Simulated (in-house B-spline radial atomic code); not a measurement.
Successive ionisation energies of iridium; each step leads to the configuration of the next row (after the last: [Ne] 3s1). Dirac energy differences include first-order Breit, QED and recoil terms. NIST's values go from ground level to ground level; the uncertainty of those that are theory runs from under 0.1 % in few-electron ions to several per cent in heavy many-electron ones. Computed with a radial B-spline atomic code at the basis-set limit: Dirac-Hartree-Fock, average of the configuration, finite nuclei.

```csv
ion,configuration,ionisation energy (eV),tabulated value (eV),tabulated kind,computed minus tabulated (eV),highest orbital,largest mean radius (bohr)
Ir47+,[Ar] 3d10 4s2,2655.9,2656,tabulated theory,0,4s1/2,0.37148
Ir48+,[Ar] 3d10 4s1,2721.1,2720.4,semi-empirical,1,4s1/2,0.36958
Ir49+,[Ar] 3d10,?,?,tabulated theory,?,?,?
Ir50+,[Ar] 3d9,?,?,tabulated theory,?,?,?
Ir51+,[Ar] 3d8,4846.0,4806,tabulated theory,40,3d5/2,0.1876
Ir52+,[Ar] 3d7,4985.3,4952,tabulated theory,33,3d5/2,0.18656
Ir53+,[Ar] 3d6,5126.2,5092,tabulated theory,34,3d5/2,0.18553
Ir54+,[Ar] 3d5,5268.6,5229,tabulated theory,40,3d5/2,0.1845
Ir55+,[Ar] 3d4,5412.6,5466,tabulated theory,-53,3d5/2,0.18348
Ir56+,[Ar] 3d3,5558.2,5609,tabulated theory,-51,3d5/2,0.18247
Ir57+,[Ar] 3d2,?,?,tabulated theory,?,?,?
Ir58+,[Ar] 3d1,5854.0,5910,tabulated theory,-56,3d5/2,0.18048
Ir59+,[Ne] 3s2 3p6,6455.6,6315,tabulated theory,141,3p3/2,0.1795
Ir60+,[Ne] 3s2 3p5,6588.0,6441,tabulated theory,147,3p3/2,0.17856
Ir61+,[Ne] 3s2 3p4,6721.3,6580,tabulated theory,141,3p3/2,0.1777
Ir62+,[Ne] 3s2 3p3,6855.6,6708,tabulated theory,148,3p3/2,0.17684
Ir63+,[Ne] 3s2 3p2,6990.9,7274,tabulated theory,-283,3p3/2,0.17599
Ir64+,[Ne] 3s2 3p1,7127.1,7421,tabulated theory,-294,3p3/2,0.17516
Ir65+,[Ne] 3s2,7710.1,7710,tabulated theory,0,3s1/2,0.17387
```

Question: Fill in the row of Ir49+.

Answer: ionisation energy (eV): 4572.2; tabulated value (eV): 4540; computed minus tabulated (eV): 32; highest orbital: 3d5/2; largest mean radius (bohr): 0.18971.

Question: Fill in the row of Ir50+.

Answer: ionisation energy (eV): 4708.3; tabulated value (eV): 4668; computed minus tabulated (eV): 40; highest orbital: 3d5/2; largest mean radius (bohr): 0.18865.

Question: Fill in the row of Ir57+.

Answer: ionisation energy (eV): 5705.3; tabulated value (eV): 5765; computed minus tabulated (eV): -60; highest orbital: 3d5/2; largest mean radius (bohr): 0.18147.

Question: Where is the largest jump?

Answer: From Ir48+ to Ir49+, by a factor of 1.68 (2721.1 to 4572.2 eV); the highest orbital goes from 4s1/2 to 3d5/2.

Where a p, d or f electron is removed, the computed value is a mean over both j, so it misses the tabulated one by a part of the spin-orbit splitting; averaging over terms and missing correlation add to the gap, relatively most at low charge.
